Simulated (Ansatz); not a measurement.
`[CH3][Y]([F])[Cl]`. The species carries charge 0 and has multiplicity 1. Y: def2 effective core potential.

Cartesian coordinates in Å:
```
C -0.749 -0.651 0.476
Y 0.869 0.859 -0.256
F 2.719 0.403 0.292
Cl 0.306 2.164 -2.275
H -0.997 -1.369 -0.318
H -0.450 -1.246 1.347
H -1.698 -0.160 0.734
```

Q: List the harmonic frequencies (cm⁻¹, unscaled) at PBE0-D4/def2-TZVP in Ansatz. (An estimate is asked.)

A: Computed: 15, 35, 93, 124, 345, 371, 446, 472, 597, 1162, 1419, 1423, 2996, 3064, 3085.

Q: Is this a minimum?

A: Yes, all 15 modes are real.

Q: Give the ideal-gas thermochemistry at 298.15 K and 1 bar (rigid rotor, harmonic oscillator; point group C1, symmetry number 1).

A: Zero-point energy 93.6 kJ/mol; H(298) − E = 115.7 kJ/mol; entropy 386.9 J/(mol·K), of which translation 172.0, rotation 115.8, vibration 99.0; G(298) − E = 0.3 kJ/mol. Modes under 100 cm⁻¹ are hindered rotations or soft bends, so the harmonic entropy is rough.

Q: And at 400, 500, 600, 800 and 1000 K?

A: 
```
T (K)  H − E (kJ/mol)  S (J/mol/K)  G − E (kJ/mol)
  400           125.9        416.5           -40.7
  500           136.7        440.6           -83.5
  600           148.1        461.3          -128.7
  800           172.3        496.0          -224.5
 1000           197.9        524.6          -326.7
```
